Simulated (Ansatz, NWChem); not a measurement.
## CH2FNOSn (SMILES O=C=[N][SnH2][F]): the electronic atomisation energy, rung by rung

CH2FNOSn: 7 atoms, total charge 0, spin state singlet. As SMILES, `O=C=[N][SnH2][F]`. The coordinates come from a PBE0-D4/def2-TZVP relaxation. This is one conformer, not always the lowest.

Quantity: the electronic atomisation energy, in eV. The values are calculated. Electronic energies at fixed atoms, without zero-point motion or spin-orbit coupling.

```csv
level,kind,program,value (eV),less CCSD(T)/def2-SVP,CPU time (all runs)
HF/def2-SVP (core potential),Hartree–Fock,Ansatz,17.25,-8.12,3.8 s
BLYP/def2-SVP (core potential),GGA,Ansatz,27.70,+2.33,12 s
revPBE/def2-SVP (core potential),GGA,Ansatz,27.29,+1.92,11 s
r2SCAN/def2-SVP (core potential),meta-GGA,Ansatz,27.41,+2.04,24 s
M06-2X/def2-SVP (core potential),hybrid meta-GGA,NWChem,27.06,+1.69,40 s
r2SCAN0/def2-SVP (core potential),hybrid meta-GGA,Ansatz,26.27,+0.90,26 s
wB97X/def2-SVP (core potential),range-separated hybrid,Ansatz,27.56,+2.19,44 s
RPA@PBE/def2-SVP (core potential),RPA,Ansatz,24.04,-1.33,21 s
MP2/def2-SVP (core potential),perturbation theory,NWChem,26.48,+1.11,47 s
CCSD(T)/def2-SVP (core potential),coupled cluster or CI,NWChem,25.37,0.00,3.3 min
```

CCSD(T)/def2-SVP (core potential) is the highest level here, not the true value. Correlated wave functions underbind in double-zeta sets. The values span 17.25 to 27.70 eV. In the correlated wave-function rows the outer d shell of Sn is correlated, in sets not made for it. Times are those of the runs behind each value, whatever else they computed, on shared processors of several kinds: orders of magnitude only.
